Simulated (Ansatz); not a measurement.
Saddle point of Si2H5Cl3O, singlet (Si₂H₃Cl₃ ([SiH3][Si]([Cl])([Cl])[Cl]) + H₂O → SiHCl₃O ([OH][Si]([Cl])([Cl])[Cl]) + SiH₄; bonds formed: Si1–O7, Si2–H6; bonds broken: Si1–Si2, H6–O7), PBE0-D4/def2-TZVP structure:

```
11
angstrom
Si -0.6774 0.7877 -0.4296
Si 0.3161 -1.4745 0.6414
Cl -1.7411 -0.4800 -1.6431
Cl -1.4066 1.2229 1.4418
Cl -1.1552 2.5978 -1.3762
H 1.1315 0.1731 -0.0058
O 1.0620 1.0744 -0.6784
H 1.2509 -1.4894 1.8110
H -1.0193 -1.8788 1.1459
H 0.7892 -2.4928 -0.3382
H 1.4501 1.9595 -0.5688
```

Energies are electronic, without zero-point energy. Barriers and step energies count from the start structure reached by relaxing down the imaginary mode; all methods use the PBE0-D4 structures, on which another method's saddle can fall below an end. Program: Ansatz 0.2.0. Basis: def2-TZVPP, with def2-QZVPP for the basis limit. Cores are frozen in the correlated methods. B3LYP uses VWN-RPA correlation. Extrapolation: Hartree–Fock as exp(−7.88 √X), correlation as X^−2.97.

```tsv
method	barrier (kcal/mol)	step energy (kcal/mol)
SPW92	30.84	-15.81
PBE-D4	39.77	-16.04
BLYP-D4	45.00	-19.50
r2SCAN-D4	42.09	-20.99
B97M-V	45.15	-22.19
PBE0-D4	43.77	-18.14
B3LYP-D4	47.76	-21.03
r2SCAN0-D4	44.97	-21.66
BHLYP-D4	?	-23.15
CAM-B3LYP-D4	48.29	-23.12
wB97X-V	47.96	-21.49
wB97M-V	45.94	-21.91
B2PLYP	?	-23.22
PBE-QIDH	46.14	-21.33
RPA on PBE	?	-23.07
HF	65.41	-29.45
MP2	46.15	-23.21
CCSD	51.38	-23.49
CCSD(T)	48.25	-22.45
```

**Question.** Fill in the withheld barriers. (To be estimated.)

**Answer.** By the calculation: BHLYP-D4 52.80; RPA on PBE 48.02; B2PLYP 48.16 kcal/mol. Each is the energy of the saddle less that of the start structure, by the same method.

For comparison, the barrier by CCSD(T) at an estimated basis limit (MP2 extrapolated from triple and quadruple zeta, plus CCSD(T) − MP2 in triple zeta) is 47.69 kcal/mol.

The T1 diagnostic stays at or below 0.012.

Labels in which every atom is bracketed show which atoms are joined, not bond orders.

For scale, one of the runs: CCSD(T)/def2-TZVPP, 311 basis functions, launched by `ansatz run in.yaml --threads 4 --pin off --events-out ev --progress --plain --max-ram 66560MiB --backend cuda --devices 0, --max-vram 37GiB`. The run took 9.5 s on 4 CPU threads of an AMD EPYC 7R13 and a share of one NVIDIA H100 (shared host), with 0.83 GiB of host memory at its peak.
